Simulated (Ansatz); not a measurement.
A structure relaxed at PBE0-D4/def2-TZVP, charge 0, multiplicity 1:

```xyz
11

C     1.015   -0.896    0.630
Si   -0.234    0.371    0.087
N    -1.419   -0.430   -0.849
S     0.572    1.885   -1.203
H     1.811   -0.420    1.206
H     0.551   -1.658    1.264
H     1.467   -1.389   -0.234
H    -0.735    1.105    1.287
H    -1.652   -1.395   -0.683
H    -2.165    0.071   -1.301
H     0.788    2.756   -0.204
```

Question: Give its formula and SMILES.

Answer: CH7NSSi, `C[SiH](N)S`.

Question: Summarise the bond lengths by kind.

Answer: 1 × C–Si 1.860 Å; 3 × C–H 1.092 to 1.094 Å; 1 × N–Si 1.709 Å; 1 × S–Si 2.146 Å; 1 × H–Si 1.493 Å; 2 × H–N 1.006 Å; 1 × H–S 1.343 Å.

Program: Ansatz 0.2.0.
